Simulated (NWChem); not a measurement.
# CdS; SMILES [S]=[Cd]

All runs: NWChem. def2 effective core potentials on Cd; no spin-orbit coupling. B3LYP is NWChem's, with the RPA form of VWN correlation. Each level has its own optimisation; frequencies are unscaled.

For level B3LYP/3-21G (all-electron, non-relativistic):

| Property | Result |
|---|---|
| r Cd–S (Å) | 2.364 |
| highest harmonic frequency (cm⁻¹) | 342 |

Estimate the same quantities for level LDA (Slater exchange, VWN5)/def2-SVP (core potentials).

The r Cd–S (Å) is 2.211 and the highest harmonic frequency (cm⁻¹) comes out as 412.
